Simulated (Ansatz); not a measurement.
C9H20BrN⁻, that is N-butyl-N-methylpyrrolidinium bromide with one electron more. Charge -1, multiplicity 2. Geometry PBE-D4/def2-SVP; atoms count from 1.

```xyz
31

C    -0.719   -2.741    3.142
C    -1.091   -1.478    2.366
C    -0.190   -1.230    1.147
C    -0.621    0.061    0.467
N     0.254    0.565   -0.667
C     1.674    0.699   -0.208
C    -0.279    1.918   -1.119
C     0.210    2.124   -2.550
C     0.414    0.698   -3.114
C     0.146   -0.261   -1.961
H    -0.795   -3.653    2.511
H    -1.375   -2.890    4.025
H     0.326   -2.683    3.514
H    -2.154   -1.535    2.039
H    -0.998   -0.585    3.024
H    -0.224   -2.095    0.442
H     0.852   -1.141    1.516
H    -0.610    0.878    1.229
H    -1.634   -0.047   -0.002
H     1.665    1.224    0.779
H     2.232    1.260   -0.989
H     2.106   -0.321   -0.132
H    -1.393    1.775   -1.145
H     0.015    2.668   -0.356
H     1.152    2.717   -2.582
H    -0.606    2.651   -3.132
H    -0.372    0.517   -3.915
H     1.447    0.566   -3.517
H     0.850   -1.124   -1.870
H    -0.938   -0.582   -1.974
Br    0.655    2.043    3.032
```

The highest occupied level of the relaxed charge -1 doublet lies above zero (up to 2.65 eV). By energy differences it is unbound by 1.58 eV (each at its own geometry, against the charge 0 singlet, at PBE0-D4/def2-SVP) and held by the finite basis.

**Question.** Estimate the Mulliken populations of the heavy atoms from the PBE0/def2-SVP orbitals of Ansatz.

**Answer.** 
```
atom  charge (e)  spin (α − β)
  C1       -0.06          0.00
  C2       -0.13          0.01
  C3       -0.04         -0.01
  C4        0.07          0.02
  N5       -0.42         -0.02
  C6        0.10         -0.03
  C7        0.11         -0.03
  C8        0.03         -0.05
  C9        0.03         -0.05
 C10        0.18         -0.02
Br31       -0.77          0.00
```
Mulliken values depend strongly on the basis.

**Question.** Where does the spin sit?

**Answer.** Summed by element: C -0.16, N -0.02, H 1.17, Br 0.00, of 1 unpaired in all. Largest on single atoms: H30 0.22, H27 0.19, H26 0.15.

**Question.** And the Mayer bond orders between heavy atoms (over 0.3)?

**Answer.** C1–C2 1.09 (1.53 Å); C2–C3 1.07 (1.54 Å); C3–C4 1.08 (1.52 Å); C4–N5 0.86 (1.52 Å); N5–C6 0.89 (1.50 Å); N5–C7 0.87 (1.52 Å); N5–C10 0.85 (1.54 Å); C7–C8 1.10 (1.53 Å); C8–C9 1.09 (1.55 Å); C9–C10 1.12 (1.52 Å).
